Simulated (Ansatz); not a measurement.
`[NH2][Al]1[CH2]S[SiH]1Cl` from Hartree–Fock to CCSD(T)

```xyz
11

N     1.309    1.586    1.248
Al    0.280    0.550    0.262
C    -1.417   -0.354    0.674
S    -0.939   -1.880   -0.245
Si    0.411   -0.918   -1.625
Cl   -0.473   -0.347   -3.415
H     1.066    1.954    2.154
H     2.234    1.888    0.988
H    -1.582   -0.634    1.716
H    -2.343    0.049    0.266
H     1.456   -1.895   -2.021
```

The species carries charge 0 and has multiplicity 1. All single points use the PBE0-D4/def2-TZVP geometry. It is one conformer, not always the lowest. Frozen core, restricted reference, the Gaussian-basis code of Ansatz. CBS rows extrapolate triple and quadruple zeta; past MP2 they add the triple-zeta difference.

| basis | HF (Eh) | MP2 corr. | CCSD corr. | (T) | CCSD(T) total |
| --- | --- | --- | --- | --- | --- |
| def2-SVP | -1482.70273 | ? | -0.77992 | ? | ? |
| def2-TZVPP | -1483.30380 | ? | -0.99356 | -0.04647 | ? |
| def2-QZVPP | -1483.34794 | -1.01267 | – | – | – |
| CBS(def2) | -1483.35402 | ? | -1.12809 | as TZ | ? |

(1) Fill in the withheld values. (An estimate is asked.)

Results:

(1) Computed: def2-SVP MP2 corr.: -0.71936; def2-SVP (T): -0.02466; def2-SVP CCSD(T) total: -1483.50731; def2-TZVPP MP2 corr.: -0.93538; def2-TZVPP CCSD(T) total: -1484.34383; CBS(def2) MP2 corr.: -1.06991; CBS(def2) CCSD(T) total: -1484.52858.
